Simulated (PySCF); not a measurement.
## Electronic structure of Zn (zinc, neutral) at the UHF level

Configuration: [Ar] 3d10 4s2, closed-shell 1S. All numbers are calculated (PySCF 2.14, the non-relativistic Hamiltonian (point nucleus), in def2-QZVPPD).

- Total energy: -1777.847171 hartree
- One-electron energy: -2484.0827 hartree
- Hartree (Coulomb) energy: 775.8750 hartree
- Exchange energy: -69.6395 hartree
- Kinetic energy: 1777.83099 hartree
- ⟨S²⟩: 0.0000
- ⟨L²⟩: 0.000
- Sum of ⟨r⟩: 22.00 bohr
- Sum of ⟨r²⟩: 34.98 bohr²
- Density at the nucleus (Gaussians lack the cusp): 18300 bohr⁻³
- Langevin diamagnetic susceptibility: -27.7 ×10⁻⁶ cm³/mol

```json
{"shell": "1s", "electrons": "2", "mean orbital energy (eV)": "-9613.9", "rms radius, mean of both spins (bohr)": "0.0591"}
{"shell": "2s", "electrons": "2", "mean orbital energy (eV)": "-1207.2", "rms radius, mean of both spins (bohr)": "0.248"}
{"shell": "2p", "electrons": "6", "mean orbital energy (eV)": "-1059.2", "rms radius, mean of both spins (bohr)": "0.221"}
{"shell": "3s", "electrons": "2", "mean orbital energy (eV)": "-153.41", "rms radius, mean of both spins (bohr)": "0.742"}
{"shell": "3p", "electrons": "6", "mean orbital energy (eV)": "-104.47", "rms radius, mean of both spins (bohr)": "0.782"}
{"shell": "3d", "electrons": "10", "mean orbital energy (eV)": "-21.293", "rms radius, mean of both spins (bohr)": "1.00"}
{"shell": "4s", "electrons": "2", "mean orbital energy (eV)": "-7.960", "rms radius, mean of both spins (bohr)": "3.14"}
```

Spin-orbit constants ζ (cm⁻¹) from the X2C one-electron operator on these orbitals (non-relativistic here): bare nucleus, nucleus screened by l(l+1)(2l+1)/3 electrons, and screened by the Breit-Pauli mean field of the electrons.

```csv
shell,bare,screened nucleus,mean field
2p,126800,118300,n/a
3p,15750,14700,n/a
3d,1647,1098,n/a
```
